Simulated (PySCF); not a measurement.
Compound: C7H11O (doublet state).
Z-matrix (Å and degrees, GFN2-xTB geometry), rows numbered from 1:
```
C 
C   1  1.5251
C   2  1.4841  1  112.59
C   3  1.4684  2  117.96  1   172.29
C   4  1.5290  3   92.38  2    72.81
O   5  1.2102  4  122.92  3   101.28
C   5  1.5159  4  112.21  3   -72.28
C   7  1.5288  5  107.89  4    69.08
H   1  1.0875  2  110.47  3   178.39
H   1  1.0876  2  110.48  3    58.37
H   1  1.0872  2  110.37  3   -61.61
H   2  1.0987  1  109.16  3   121.45
H   3  1.0762  2  119.69  1   -26.76
H   4  1.0867  3  114.04  2  -172.58
H   4  1.0888  3  113.96  2   -42.61
H   7  1.0902  5  109.11  4  -170.87
H   7  1.0921  5  110.04  4   -51.18
H   8  1.0920  2  110.25  1   -68.21
H   8  1.0919  2  108.65  1    50.45
```

The hyperfine couplings belong to this conformer and change with its torsions.

The species is `C[C@@H]1[CH]CC(=O)CC1` [radical].

Theory: PySCF 2.14.0, UKS B3LYP, pcH-1 on C H O, non-relativistic, mean-field spin-orbit, GIAO. Geometry: GFN2-xTB, one conformer, isolated molecule. Couplings are sensitive to structure, and on GFN2-xTB geometries they can be far from those on DFT ones. The SCF solution wasn't tested for stability.

Predict the first-order ENDOR lines of C3, C8, C5, C4, H13, H15, H12, H18 and H14 under fast tumbling at B = 1211.2 mT (Q band).

For S = 1/2 in fast tumbling each set of equivalent nuclei gives two lines, ν± = |νn ± a/2| to first order, with νn = g_N μN B/h and μN/h = 7.62259 MHz/T.

| nuclei | isotope | g_N | νn (MHz) | a_iso (MHz) | lower line (MHz) | upper line (MHz) |
| --- | --- | --- | --- | --- | --- | --- |
| C3 | 13C | 1.4048 | 12.97 | 90.75 | 32.40 | 58.34 |
| C8 | 13C | 1.4048 | 12.97 | 76.62 | 25.34 | 51.28 |
| C5 | 13C | 1.4048 | 12.97 | 47.40 | 10.73 | 36.67 |
| C4 | 13C | 1.4048 | 12.97 | -22.06 | 1.94 | 24.00 |
| H13 | 1H | 5.5857 | 51.57 | -55.83 | 23.65 | 79.49 |
| H15 | 1H | 5.5857 | 51.57 | 53.38 | 24.88 | 78.26 |
| H12 | 1H | 5.5857 | 51.57 | 46.92 | 28.11 | 75.03 |
| H18 | 1H | 5.5857 | 51.57 | 28.60 | 37.27 | 65.87 |
| H14 | 1H | 5.5857 | 51.57 | 18.82 | 42.16 | 60.98 |

The rows for 13C, of low natural abundance, apply to labelled samples.

Which pairs are centred on the nuclear Larmor frequency, and which on half the coupling?

Centred on νn, since |a| < 2νn: C4, H13, H15, H12, H18 and H14. Centred on |a|/2 and split by 2νn: C3, C8 and C5.

At what field would the lower line of H12 fall to zero frequency?

Where νn = |a|/2, that is B = 23.46 MHz/(5.5857 × 7.62259 MHz/T) = 551 mT, as far as first order holds there.

Couplings of abundant isotopes left out: H19 (-3.5 MHz), H17 (1.9 MHz), H16 (1.8 MHz) and H9/H10/H11 (-1.0 MHz).

The Mulliken spin populations are largest on C3 (+0.90), O6 (+0.12), C2 (-0.06) and C4 (-0.06). C3 is the only atom above +0.15. The angles at C3 add up to 357.2°, so it is nearly planar; its axial dipolar tensor and the negative coupling of its proton fit spin in a p orbital normal to that plane.

Hardware: an Intel Xeon at 2.70 GHz with one thread (shared host). Cost: 2.4 min of wall time (with the writing of density and orbital grids), 0.97 GiB resident at most.
